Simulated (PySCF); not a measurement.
difluoromethyl(fluoro)silane (CH3F3Si), SMILES F[SiH2]C(F)F.

Geometry optimised at PBE-D3(BJ)/def2-SVP. Other conformers were not sampled.

Two levels are set side by side: PBE/def2-TZVP (PySCF) and HF/def2-TZVP (PySCF). Same geometry, gas phase. Differences are taken from unrounded values.

| quantity | HF | PBE | PBE minus HF |
|---|---|---|---|
| orbital gap (eV) | 15.51 | 5.90 | -9.61 |
| highest occupied level (eV) | -12.88 | -7.33 | 5.55 |
| lowest empty level (eV) | 2.63 | -1.42 | -4.05 |
| dipole moment (D) | 3.29 | 2.57 | -0.72 |
| mean polarisability (bohr³) | 34.9 | 40.5 | 5.6 |

Without exact exchange PBE keeps part of each electron's self-repulsion, which lifts occupied levels and narrows the gap. PBE's more diffuse valence density responds more strongly to a field. Differences between two approximate levels are no errors against the true value.

Rough cost on one machine, each run with all the roots and properties that it gave: HF against PBE about 1/4.
